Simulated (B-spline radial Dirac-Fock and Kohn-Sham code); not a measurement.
## C 1s: cross section and angular parameters

System: the free carbon atom, configuration [He] 2s2 2p2; threshold 284.2 eV (tabulated edge). Calculated with a radial B-spline solver, using Dirac-Hartree-Slater photoionisation with a Latter tail; cross sections with all multipoles, angular parameters from the dipole term and its interference with E2.

For linearly polarised light dσ/dΩ = σ/(4π) [1 + β P₂(cos θ) + (δ + γ cos²θ) sin θ cos φ], with θ from the polarisation vector and φ the angle between the beam and the projection of the electron momentum on the plane normal to the polarisation.

```tsv
hν (eV)	σ (kb)	β	γ
301	811	2.000	-0.008
384	490	2.000	0.119
400	444	2.000	0.137
408	424	2.000	0.146
469	304	2.000	0.206
602	161	2.000	0.311
707	106	2.000	0.381
743	?	?	?
1000	41.3	2.000	0.540
1190	25.4	2.000	0.625
1200	24.8	2.000	0.629
1253.6	21.9	2.000	0.651
1740	8.55	2.000	0.828
1900	6.61	2.000	0.878
4540	0.477	2.000	1.492
4680	0.434	2.000	1.518
4890	0.378	2.000	1.556
5110	0.330	2.000	1.596
6000	0.200	2.000	1.745
12000	0.0218	2.000	2.535
14000	0.0132	2.000	2.747
```

**Question.** Give the values at 743 eV.

**Answer.** σ = 92.7 kb, β = 2.000, γ = 0.403. For an s subshell δ is negligible.
